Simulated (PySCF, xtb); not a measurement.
Sn(H)(Cl)2(OMe) (CH4Cl2OSn), SMILES C[O][SnH]([Cl])[Cl]. One conformer was computed; it need not be the lowest.

Harmonic wavenumbers (cm⁻¹) from GFN2-xTB (xtb) at its own minimum, in rising order: 42, 78, 94, 101, 149, 228, 292, 333, 378, 422, 440, 1033, 1132, 1140, 1276, 1411, 1470, 1481, 2938, 2947, 2969.

Q: What does B3LYP-D3(BJ)/def2-SVP (PySCF) give at its own minimum? (The exact figures need the calculation; the answer reports its results.)

A: 46, 99, 114, 122, 184, 257, 364, 379, 540, 554, 569, 1094, 1171, 1185, 1465, 1467, 1480, 1964, 2987, 3058, 3095. Paired by order, the mean absolute difference is 88 cm⁻¹ and the zero-point energies are 29.1 and 31.7 kcal/mol.
